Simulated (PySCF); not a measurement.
Multinuclear NMR of aminodiethylborane

Mapped SMILES: `[CH3:1][CH2:2][B:3]([NH2:4])[CH2:5][CH3:6]`; H(Xn) means a hydrogen on atom n.

[PySCF 2.14.0 with density-fitted response routines: J couplings at B3LYP/pcJ-1 (spin–dipole term only in couplings to heteroatoms); coordinates at the PBE0-D3(BJ)/def2-SVP level; GIAO PBE0/pcSseg-1 shieldings; non-relativistic; equivalent nuclei averaged; no solvent model; one computed conformer]

**Question.** What are the 15N shifts?

**Answer.** 
```
atoms                environment  σ (ppm)  δ (ppm)
   N4  nitrogen bonded to B, 2 H    159.6   -296.6
```

Shieldings were converted by a linear fit to measured shifts: 15N (scatter 7.2 ppm rms vs CH3NO2, solution or neat liquid). A few per cent of atoms miss by over 2 rms, more outside the fitted compound classes. Couplings are scaled by factors fitted to measured values: 2J(H,H) × 0.91 (rms 0.6 Hz), 3J(H,H) × 0.91 (rms 0.4 Hz, 0.5 with 2 outliers); all others are unscaled and can be 10–30 % off.

Couplings (the largest are listed; each averaged over equivalent pairs): 1J(B3,N4) = -28.4 Hz, 2J(C2,N4) = -3.1 Hz, 3J(N4,H(C2)) = -2.7 Hz. Signs are for 15N, whose magnetogyric ratio is negative.

On a 500 MHz spectrometer 15N resonates near 50.7 MHz, so 1 ppm is 50.7 Hz.
